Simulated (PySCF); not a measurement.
Problem. Write Cartesian coordinates for `N#[C][Tc-](#[N])([C]#N)([C]#N)[C]#N` ([TcN(CN)4]-) [radical] as optimised with PBE0-D3(BJ)/def2-SVP. (Charge -1 and doublet state.)

Solution. 
```xyz
10
C4N5Tc angstrom
Tc    -0.0023   -0.0040    0.4107
N     -0.0033   -0.0130    2.0007
C      2.0028   -0.0020   -0.1398
N      3.1230   -0.0015   -0.4594
C      0.0071    2.0039   -0.1299
N      0.0117    3.1258   -0.4435
C     -2.0062    0.0070   -0.1431
N     -3.1260    0.0123   -0.4642
C     -0.0029   -2.0051   -0.1530
N     -0.0039   -3.1236   -0.4785
```

Orientation and origin are arbitrary. Atoms count from 1 in this order. Tc1 (technetium bonded to 4 C and N) is square pyramidal (τ5 = (β − α)/60° = 0.00 from the two widest angles, 149.2° and 149.2° (0 for a square pyramid, 1 for a trigonal bipyramid)). All 4 C–Tc bonds measure 2.079 Å. All 4 C–N bonds measure 1.165 Å.

Bonds between heavy atoms (Å): Tc1–N2 1.590, Tc1–C3 2.079, Tc1–C5 2.079, Tc1–C7 2.079, Tc1–C9 2.079, C3–N4 1.165, C5–N6 1.165, C7–N8 1.165, C9–N10 1.165.

Method used: PySCF 2.14.0, PBE0-D3(BJ)/def2-SVP geometry optimisation, gas phase, def2 core potentials past Kr.

Point group: C4v (tolerance 0.08 Å). No frequency check. ⟨S²⟩ = 0.770 (exact for a doublet: 0.75). The geometry's basis has no diffuse functions, a weakness for an anion.

For an open-shell metal species like this, the optimisation's SCF solution wasn't tested for stability and no frequencies at its level were run, so a lower state or another shape may exist.
